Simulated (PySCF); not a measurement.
Cu(I) anion (CuI), SMILES [Cu][I] (connectivity only; charge and spin as stated), charge -1, multiplicity 2. The structure is a stationary point at PBE-D3(BJ)/def2-TZVPD. The spin state was assumed, not searched. The def2 effective core potentials stand for the cores of I; spin–orbit coupling is left out.

Calculation: PBE-D3(BJ)/def2-TZVPD (PySCF).

Harmonic wavenumbers (cm⁻¹): 171. Rotational constants (GHz): 1.850 (linear); symmetry number 1.

Q: Work out the zero-point energy and the ideal-gas rigid-rotor harmonic-oscillator thermochemistry at 298.15 K and 1 atm.

A: ZPE = ½ Σ hcν = ½ × 171 cm⁻¹ = 0.24 kcal/mol. H − E(el) = 2.70 kcal/mol. Entropy in cal/(mol K): translation 41.64, rotation 18.12, vibration 2.42, spin 1.38, total 63.56. G − E(el) = -16.25 kcal/mol. Cp = 8.83 cal/(mol K).
